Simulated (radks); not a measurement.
Tm50+, configuration [Ar] 3d1.

Calculated with a radial shooting solver on a logarithmic mesh with Libxc functionals: Dirac Kohn-Sham, PBEsol, spin-unpolarised, spherical densities, finite nucleus; open shells fill j = l - 1/2 first; Fermi nuclear charge, rms radius 5.2256 fm.

Energy parts (eV):
total: -305679.62
kinetic: 344358.04
electron-nucleus: -685472.42
Hartree: 39913.08
exchange-correlation: -4478.32

Orbitals (lengths in bohr, moments of r in powers of bohr; r(max) is where P^2 peaks):
orbital,occ.,eigenvalue (eV),<r^2>,r(max),<1/r>
1s1/2,2,-62515.30,0.0005488,0.01262,79.04
2s1/2,2,-13230.35,0.008310,0.07184,19.21
2p1/2,2,-12794.99,0.005975,0.05384,19.15
2p3/2,4,-11800.67,0.007138,0.06008,16.54
3s1/2,2,-5059.516,0.04858,0.1952,7.578
3p1/2,2,-4891.531,0.04397,0.1822,7.504
3p3/2,4,-4642.830,0.04896,0.1936,6.817
3d3/2,1,-4397.860,0.03645,0.1496,6.691
3d5/2,0,-4339.525,0.03778,0.1527,6.523

The highest occupied level is 3d3/2 at -4397.9 eV. Summed over all electrons, <r^2> = 0.4756 bohr^2, which gives a Langevin (diamagnetic) susceptibility term of -0.377 x 10^-6 cm^3/mol. The density falls to 0.001 e/bohr^3 at r = 0.63 bohr.
